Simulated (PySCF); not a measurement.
Start geometry of monothioarsenate(V) anion (`[O-][As]([O-])([O-])=S`) from GFN2-xTB (Å):
```
atom  x, y, z in Å
O1    -1.309   -0.392   -1.060
As2   -0.037    0.099   -0.084
O3     1.299    0.497   -1.035
O4    -0.438    1.409    0.905
S5     0.518   -1.647    1.236
```

What comes out of this run: PBE0-D3(BJ)/def2-SVP geometry optimisation, gas phase in PySCF?

```
atom  x, y, z in Å
O1    -0.8604   -0.6938   -0.8792
As2    0.4452   -0.2037    0.0936
O3     1.7988    0.1902   -0.8571
O4     0.0024    1.1030    1.0873
S5     1.0327   -2.0157    1.4860
```

The energy falls by 6.9 kJ/mol over 4 energy and gradient evaluations, the largest force component goes from 0.0166 to 1.7e-04 Eh/bohr, and the atoms move by 0.047 Å rms after alignment. The bond that changes most is As2=S5 (ends: arsenic bonded to 3 O and S; sulfur bonded to As), which lengthens by 0.102 Å. Bonds longer at the end by more than 0.005 Å: 4 of 4; shorter: 0. Rotational constants go from 4110, 2277, 2248 to 4028, 2127, 2125 MHz. The orientation of the end geometry is arbitrary; only internal coordinates are fixed.

The run used 92 basis functions and 30 SCF cycles in all.

No frequency check. Whether so highly charged an anion holds all its electrons in the gas phase wasn't checked; a finite basis holds them in any case. No counter-ion or solvent screens the charge of this multiply charged ion. The geometry's basis has no diffuse functions, a weakness for an anion.
